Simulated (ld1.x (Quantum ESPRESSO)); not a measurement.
**Reading a pseudo-wave (Ta (Z = 73))**

Columns: radius, all-electron u(r) and pseudo u(r) of the 5p shell (level -43.05 eV) of tantalum in the configuration [Kr] 4d10 4f14 5s2 5p6 5d3 6s1.5 6p0; LDA (PZ), scalar-relativistic, TM scheme, ld1.x (Quantum ESPRESSO) 7.5.

| r (bohr) | all-electron | pseudo |
| --- | --- | --- |
| 0.120 | -0.2881 | -0.0283 |
| 0.240 | 0.0371 | -0.1100 |
| 0.360 | 0.5123 | -0.2349 |
| 0.480 | 0.3663 | -0.3880 |
| 0.600 | -0.0606 | -0.5506 |
| 0.720 | -0.4780 | -0.7036 |
| 0.840 | -0.7776 | -0.8299 |
| 0.960 | -0.9486 | -0.9175 |
| 1.080 | -1.0149 | -0.9604 |
| 1.200 | -1.0077 | -0.9599 |
| 1.320 | -0.9540 | -0.9222 |
| 1.440 | -0.8743 | -0.8572 |
| 1.560 | -0.7830 | -0.7755 |
| 1.680 | -0.6893 | -0.6868 |
| 1.800 | -0.5990 | -0.5984 |
| 1.920 | -0.5153 | -0.5152 |
| 2.040 | -0.4398 | -0.4398 |
| 2.160 | -0.3730 | -0.3730 |
| 2.280 | -0.3147 | -0.3147 |
| 2.400 | -0.2645 | -0.2645 |
| 2.520 | -0.2214 | -0.2214 |
| 2.640 | -0.1848 | -0.1848 |
| 2.760 | -0.1539 | -0.1539 |
| 2.880 | -0.1278 | -0.1278 |
| 3.000 | -0.1060 | -0.1060 |
| 3.120 | -0.0877 | -0.0877 |

How many radial nodes do the two functions have?

The all-electron 5p function has n − l − 1 = 3 (the table is too coarse to show those close to the nucleus); the pseudo-wave has 0, since the states of the same l below it are removed with the core.

At about which radius was the pseudo-wave matched?

2.15 bohr. The columns agree to 0.0005 from 1.92 bohr on; several derivatives are matched, so the curves merge somewhat inside the radius.

Where does each function peak?

Outermost all-electron maximum near 1.08 bohr, pseudo maximum near 1.08 bohr (to the table’s step).

Is the pseudo-wave norm-conserving?

Yes: the TM scheme keeps the norm inside the radius equal to the all-electron one, which fixes the energy derivative of the logarithmic derivative at the level.
